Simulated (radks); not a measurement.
Problem. Species: Rh8+. Configuration: [Kr] 4d1. Calculated with a radial shooting solver on a logarithmic mesh with Libxc functionals: Dirac Kohn-Sham, revPBE, spin-unpolarised, spherical densities, point nucleus; open shells are shared between the two j in proportion to 2j + 1. Some entries of the table are withheld. Estimate them.

orbital  occ.  eigenvalue (hartree)  <1/r> (bohr^-1)
1s1/2       2             -851.4177            47.06
2s1/2       2             -127.8891            10.79
2p1/2       2             -118.7810            10.77
2p3/2       4             -113.4674            10.17
3s1/2       2             -27.04007            3.752
3p1/2       2             -23.48044            3.655
3p3/2       4             -22.56163            3.511
3d3/2       4                   (1)              (2)
3d5/2       6                   (3)              (4)
4s1/2       2              -7.78023            1.484
4p1/2       2              -6.62948            1.390
4p3/2       4              -6.45807            1.351
4d3/2     0.4              -4.61017            1.160
4d5/2     0.6              -4.58303            1.152
5s1/2       0              -3.37233           0.7099
5p1/2       0                   (5)           0.6617
5p3/2       0                   (6)           0.6491
4f5/2       0                   (7)           0.8120
4f7/2       0                   (8)           0.8108
5d3/2       0              -2.29639           0.5686
5d5/2       0              -2.28805           0.5662

Solution. 
(1) 3d3/2 eigenvalue (hartree): -16.27824
(2) 3d3/2 <1/r> (bohr^-1): 3.342
(3) 3d5/2 eigenvalue (hartree): -16.09631
(4) 3d5/2 <1/r> (bohr^-1): 3.305
(5) 5p1/2 eigenvalue (hartree): -2.97680
(6) 5p3/2 eigenvalue (hartree): -2.92879
(7) 4f5/2 eigenvalue (hartree): -2.73398
(8) 4f7/2 eigenvalue (hartree): -2.73217
